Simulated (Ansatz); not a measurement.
Geometry optimisation, Ansatz 0.2.0, RKS PBE0/def2-SVP.

input.yaml

```yaml
crystal:
  periodic: [false, false, false]
  atoms:
    - { symbol: Al, position_ang: [0.0, 0.0, 0.0] }
    - { symbol: F, position_ang: [0.0, 0.0, 2.04] }
    - { symbol: O, position_ang: [1.5415, 0.0, -0.89] }
    - { symbol: H, position_ang: [1.8414, -0.9519, -1.0449] }
    - { symbol: O, position_ang: [-1.5415, 0.0, -0.89] }
    - { symbol: H, position_ang: [-2.0512, -0.8467, -0.6815] }
    - { symbol: "N", position_ang: [0.0995, 2.1044, 0.7] }
    - { symbol: H, position_ang: [0.493, 2.3259, 1.659] }
    - { symbol: H, position_ang: [-0.2465, 2.8877, 0.0753] }
    - { symbol: H, position_ang: [0.0583, 1.2332, 1.7877] }
basis:
  gaussian: { orbitals: def2-SVP }
hamiltonian:
  xc: pbe0
relax:
  f_tol: 0.15
  max_steps: 25
  restrain:
    - { distance: [0, 6], at: 1.92, k: 30.0 }
    - { distance: [9, 1], at: 0.92, k: 30.0 }
    - { distance: [0, 1], at: 2.89, k: 30.0 }
    - { distance: [9, 6], at: 2.26, k: 30.0 }
```

Run as:

```bash
$ ansatz run input.yaml --threads 2 --pin off --max-ram 3072MiB --backend cpu --events-out ev --progress --plain --runs-dir out
```

Question: Where does it end, and by what steps?

Answer: The forces met the threshold. The restraints hold the end off the free minimum. After 9 steps the energy has fallen by 2.580 eV (the restraints' own energy left out); H8 moved furthest, 1.20 Å. Parted: Al1–F2. Joined: F2–H10.

```
step  energy less start (eV)  largest force component (eV/Å)  accepted
   0                  0.0000                           4.451       yes
   1                 -0.5529                           4.564       yes
   2                 -1.1145                           4.287       yes
   3                 -1.7044                           2.537       yes
   4                 -2.0983                           1.504       yes
   5                 -2.2705                           1.752       yes
   6                 -2.4148                           1.481       yes
   7                 -2.5081                           1.467       yes
   8                 -2.5653                           1.622       yes
   9                 -2.5800                           1.618       yes
```

```xyz
10
Properties=species:S:1:pos:R:3
Al 0.032 0.521 -0.310
F -0.149 -0.118 2.494
O 1.521 -0.202 -0.664
H 1.730 -1.055 -1.044
O -1.519 0.020 -0.783
H -1.799 -0.856 -1.044
N 0.120 2.162 0.580
H 0.999 2.669 0.631
H -0.658 2.813 0.542
H -0.081 0.799 2.353
```

Run time: 31 s on 2 threads of Arm Neoverse V1, with other jobs on the host, peak memory 0.2 GiB.
